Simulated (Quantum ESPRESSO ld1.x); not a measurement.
The numbers below are computed, except where a source is named.
Problem. All-electron atom: Ho4+ in [Kr] 4d10 4f10 5s1 5p6 (not the ground configuration). Code: ld1.x of Quantum ESPRESSO 7.5. Model: Dirac Kohn-Sham, rPW86 exchange with PBE correlation, spin-unpolarised, spherical densities, point nucleus; open shells fill j = l - 1/2 first. Some entries of the table are withheld. Estimate them.

| orbital | occ. | eigenvalue (eV) | <r> (bohr) |
|---|---|---|---|
| 1s1/2 | 2 | -55504.7 | (1) |
| 2s1/2 | 2 | -9318.90 | 0.08750 |
| 2p1/2 | 2 | -8869.52 | 0.07289 |
| 2p3/2 | 4 | -8012.16 | 0.08006 |
| 3s1/2 | 2 | -2120.99 | 0.2292 |
| 3p1/2 | 2 | -1924.60 | 0.2190 |
| 3p3/2 | 4 | -1745.51 | 0.2325 |
| 3d3/2 | 4 | -1409.65 | 0.2053 |
| 3d5/2 | 6 | -1370.57 | 0.2095 |
| 4s1/2 | 2 | -459.745 | 0.5183 |
| 4p1/2 | 2 | -381.707 | 0.5281 |
| 4p3/2 | 4 | -341.648 | 0.5586 |
| 4d3/2 | 4 | -213.300 | 0.5884 |
| 4d5/2 | 6 | -206.012 | 0.5991 |
| 5s1/2 | 1 | -95.7130 | 1.236 |
| 5p1/2 | 2 | -73.5403 | 1.362 |
| 5p3/2 | 4 | -67.7340 | 1.445 |
| 4f5/2 | 6 | -52.2629 | (2) |
| 4f7/2 | 4 | -51.1989 | (3) |

Solution. 
(1) 1s1/2 <r> (bohr): 0.02073
(2) 4f5/2 <r> (bohr): 0.7627
(3) 4f7/2 <r> (bohr): 0.7731
